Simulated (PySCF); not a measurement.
H3BS3 (SMILES SB(S)S), singlet, geometry from GFN2-xTB. Base run: CCSD(T)/def2-SVP in PySCF.

Input for PySCF:
```python
from pyscf import gto, scf, cc

mol = gto.Mole()
mol.atom = '''
    B    -0.012897    0.011256   -0.007962
    S    -1.698888   -0.620320    0.047486
    H    -1.435948   -1.757099    0.682778
    S     0.236887    1.612180   -0.801948
    H     1.554837    1.712903   -0.640432
    S     1.312210   -0.981377    0.724672
    H     2.342249   -0.179811    0.474090
'''
mol.basis = 'def2-svp'
mol.charge = 0
mol.spin = 0
mol.verbose = 4
mol.max_memory = 1800
mol.build()

mf = scf.RHF(mol)
mf.kernel()

mycc = cc.CCSD(mf, frozen=16)
mycc.kernel()
et = mycc.ccsd_t()
print('E(CCSD(T)) = %.10f' % (mycc.e_tot + et))
```

### Question
The base was run again with changes. Order these runs by total energy, lowest first: method = cisd | method = mp2 | method = ccsd.

### Answer
method = ccsd (ΔE vs base (kcal/mol) 10.95), method = mp2 (ΔE vs base (kcal/mol) 43.01), method = cisd (ΔE vs base (kcal/mol) 61.91)
